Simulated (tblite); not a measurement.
Input of a run (GFN2-xTB geometry optimisation, gas phase (tblite 0.8.0)), started from a force field or distance geometry:
```
{"job": {"kind": "relax", "xc": "GFN2-xTB", "basis": "xTB"}, "charge": 0, "multiplicity": 2}
C      1.174000     1.559100    -0.130800
C      0.834500     0.267600    -0.003200
C     -0.358500    -0.173000     0.806500
C     -1.534300    -0.510400    -0.092700
C     -2.749800     0.034300    -0.098000
Cl    -3.289800     1.304700     0.905900
C      1.664200    -0.849900    -0.590200
N      2.741200    -0.456600    -1.258900
O      1.333900    -2.025800    -0.431500
H      0.559000     2.344200     0.314300
H      2.040300     1.855500    -0.697000
H     -0.122400    -1.044200     1.422900
H     -0.642800     0.617400     1.529100
H     -1.320800    -1.324100    -0.791600
H     -3.523300    -0.275900    -0.791900
H      3.186900    -1.313900    -1.590800
```

Output (eV, eV/Å):
```
step      E/eV     max force
  0    -756.81447    1.635
  1    -756.90427    0.864
  2    -756.96021    0.705
  3    -756.98081    0.373
  4    -756.98753    0.188
  5    -756.99199    0.177
  6    -756.99700    0.152
  7    -756.99944    0.117
  8    -757.00117    0.113
  9    -757.00275    0.100
 10    -757.00456    0.117
 11    -757.00641    0.106
 12    -757.00814    0.113
 13    -757.00972    0.118
 14    -757.01097    0.103
 15    -757.01174    0.077
 16    -757.01214    0.047
 17    -757.01236    0.032
 18    -757.01252    0.034
 19    -757.01266    0.028
 20    -757.01278    0.034
 21    -757.01289    0.033
 22    -757.01300    0.046
 23    -757.01312    0.041
 24    -757.01323    0.033
 25    -757.01334    0.035
 26    -757.01345    0.039
 27    -757.01359    0.051
 28    -757.01373    0.043
 29    -757.01384    0.030
 30    -757.01392    0.018
 31    -757.01397    0.024
 32    -757.01404    0.029
 33    -757.01413    0.036
 34    -757.01421    0.030
 35    -757.01427    0.016
 36    -757.01431    0.018
 37    -757.01435    0.024
 38    -757.01441    0.033
 39    -757.01450    0.030
 40    -757.01459    0.024
 41    -757.01469    0.023
 42    -757.01480    0.036
 43    -757.01491    0.040
 44    -757.01501    0.029
 45    -757.01510    0.027
 46    -757.01519    0.029
 47    -757.01532    0.043
 48    -757.01546    0.041
 49    -757.01558    0.037
 50    -757.01568    0.037
 51    -757.01577    0.028
 52    -757.01588    0.035
 53    -757.01599    0.029
 54    -757.01610    0.034
 55    -757.01620    0.029
 56    -757.01628    0.030
 57    -757.01635    0.022
 58    -757.01640    0.017
 59    -757.01644    0.017
 60    -757.01648    0.022
 61    -757.01653    0.023
 62    -757.01658    0.021
 63    -757.01662    0.021
 64    -757.01666    0.019
 65    -757.01669    0.020
 66    -757.01672    0.013
 67    -757.01675    0.015
 68    -757.01678    0.017
 69    -757.01683    0.029
 70    -757.01689    0.031
 71    -757.01695    0.018
 72    -757.01699    0.013
 73    -757.01701    0.013
 74    -757.01704    0.023
 75    -757.01710    0.027
 76    -757.01717    0.021
 77    -757.01723    0.016
 78    -757.01727    0.016
 79    -757.01730    0.017
 80    -757.01736    0.019
 81    -757.01745    0.034
 82    -757.01758    0.045
 83    -757.01774    0.043
 84    -757.01791    0.034
 85    -757.01803    0.029
 86    -757.01810    0.020
 87    -757.01808    0.052
 88    -757.01816    0.014
 89    -757.01818    0.010
```

Problem. Summarise the run.

Solution. The energy falls by 19.7 kJ/mol over 89 L-BFGS steps, the largest force on an atom goes from 1.63 to 0.010 eV/Å, and the atoms move by 0.171 Å rms after alignment. Among the bonds, C3–C4, C2–C7 and C7–N8 change most and about equally (-0.026 to -0.025 Å). Bonds longer at the end by more than 0.005 Å: 2 of 15; shorter: 10. Among the angles that change most is C7–N8–H16, from 105.6° to 116.0°. Among the dihedrals that turn most is H12–C3–C4–C5, from 116° to 135°. The energy rose by more than 1e-5 eV at step 87. The first step brought 44 % of the lowering.

Problem. What are the final bond lengths?

Solution. C1=C2 1.323 Å, C2–C3 1.509 Å, C3–C4 1.492 Å, C4=C5 1.326 Å, C5–Cl6 1.718 Å, C2–C7 1.484 Å, C7–N8 1.302 Å, C7=O9 1.245 Å, C1–H10 1.076 Å, C1–H11 1.079 Å, C3–H12 1.094 Å, C3–H13 1.090 Å, C4–H14 1.081 Å, C5–H15 1.079 Å, N8–H16 1.014 Å. Numbering counts from 1 in the input's order; the species is `C=C(C/C=C\Cl)C([NH])=O` [radical].

Its lowest GFN2-xTB frequency is 7 cm⁻¹, too small to tell a flat minimum from a shallow saddle.

One conformer stands for the species.

The numbers are calculated, not measured.
